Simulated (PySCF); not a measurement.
Coordinates in bohr (charge 1 multiplicity 1):
```
Se    0.0000    0.0000    0.0000
K     5.5938    0.0000    0.0000
K    -2.7969    4.8444    0.0000
K    -2.7969   -4.8443    0.0000
```

Level of theory: PBE0 in PySCF with Se def2-TZVP, K def2-TZVP; no relativity; density-fitted integrals.

This geometry of K₃Se⁺ is a stationary point at this level.

Task: What is the point group?

Result: D3h.

Task: Is it a minimum?

Result: Yes: all harmonic wavenumbers are real, though the softest, 35 cm⁻¹, leaves little margin.

Task: List the harmonic modes with their infrared intensities.

Result: 
```
symmetry  ω (cm⁻¹)  IR (km/mol, summed over degenerate members)
    a2''        35                                         46.2
      e'        45                                         21.5
     a1'       157                                          0.0
      e'       199                                          125
```

Task: What are the dipole moment and the gap between the highest occupied and lowest empty levels?

Result: 0.00 D about the centre of mass and 3.36 eV.

Task: Give the atomic charges and bond orders.

Result: 
| atom | Mulliken | Löwdin | polar tensor | Mayer order to Se1 |
| --- | --- | --- | --- | --- |
| Se1 | -1.21 | -0.36 | -1.34 | – |
| K2,3,4 | 0.74 | 0.45 | 0.78 | 0.48 |

In D3h the vibrations span a2'' + 2e' + a1'. The a1' mode carries no infrared intensity, as symmetry demands.

Only a few start shapes were tried, so a lower isomer may exist.
